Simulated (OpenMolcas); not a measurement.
**Pb: CASPT2 settings compared**

```
Program             : OpenMolcas 26.06
Basis               : ANO-RCC-VTZP [8s7p5d3f2g]
Scalar Hamiltonian  : DKH2, point nucleus
Active space        : 4 electrons in 8 orbitals (6s 6p 7s 7p)
State averaging     : 2S+1 = 3 even, 3 roots; 2S+1 = 1 even, 6 roots; 2S+1 = 5 odd, 1 root
Spin-orbit coupling : RASSI with atomic mean-field integrals over the reference wave functions, term energies averaged over their components
```

Methods on the same reference wave functions:
A. CASSCF
B. SS-CASPT2, IPEA 0.75 Eh, no level shift (closed shells correlated: 4f 5s 5p 5d)
C. SS-CASPT2, IPEA 0.5 Eh, real shift 0.25 Eh (closed shells correlated: 5d)
D. SS-CASPT2, IPEA 0.4 Eh, imaginary shift 0.5 Eh (closed shells correlated: 4f 5s 5p 5d)

Energies in cm-1 above 6s2 6p2 3P0, the measured ground level; measured values from NIST Handbook of Basic Atomic Spectroscopic Data.

| Level | A | B | C | D | Measured |
| --- | --- | --- | --- | --- | --- |
| 6s2 6p2 3P0 | 0.0 | 0.0 | 0.0 | 0.0 | 0.0 |
| 6s2 6p2 3P1 | 6178 | 6100 | 6090 | 6090 | 7819 |
| 6s2 6p2 3P2 [66 %] | 9599 | 9080 | 9110 | 9100 | 10650 |
| 6s2 6p2 1D2 [66 %] | 19157 | 18100 | 18150 | 18130 | 21458 |
| 6s2 6p2 1S0 | 26610 | 27150 | 27180 | 27190 | 29467 |

Deviations, from unrounded energies. A percentage is the sum of absolute deviations over the sum of measured energies, with the sign that they share, or ± where signs differ.

```csv
Against measurement,Levels,A,B,C,D
mean absolute deviation (cm-1),4,2000,2200,2200,2200
fine structure of the ground term (%),2,-14.6,-17.8,-17.7,-17.8
other terms of the ground configuration (%),2,-10.1,-11.1,-11.0,-11.0
```

A lies closest to measurement on these levels and B furthest from it. The largest miss of A in the table is 6s2 6p2 1S0, by -2900 cm-1. The ranking rests on the paired levels alone, and a cruder setting can come out closer through cancelling errors.

Among B to D the level of the table that moves most is 6s2 6p2 1D2 [66 %], by 53 cm-1 (lowest in B, highest in C). Moves below CASPT2's spread within the term are not significant.

The mean deviations of B to D differ by less than CASPT2's widest spread within a term (120 cm-1), so their order carries little weight.

From A to B the spin-free energies of the other terms of 6s2 6p2 shown, above 3P, scale by factors of 0.81 to 1.05.

The lowest spin-free term lies below A's lowest term by 0.745 hartree in B, 0.435 hartree in C, 0.750 hartree in D.

CASPT2 does not keep the components of a term degenerate, so their means are used; among the terms shown or strongly mixed into the levels shown the widest spread is 120 cm-1 (6s2 6p2 1D, B). Active for correlation alone: 7p 7s; no level in the range computed is led by a configuration that fills them, so any true level of that kind is missing. Spin-orbit splittings of 6p shells tend to come out small when the coupling is added on scalar orbitals. Computed and measured levels are paired by configuration, term and J; levels that our copy of the source lacks, or whose pairing is in doubt (as where it misses far off the trend of its configuration), stay unpaired and out of the deviations. Where the source uses jj or jK labels, the order within each J decides. Only configurations of the active space appear. The table leaves out levels that lie high or whose names do not pair safely across all columns.

A share in square brackets marks a mixed level and gives the weight of the term that names it, the lowest over the columns.
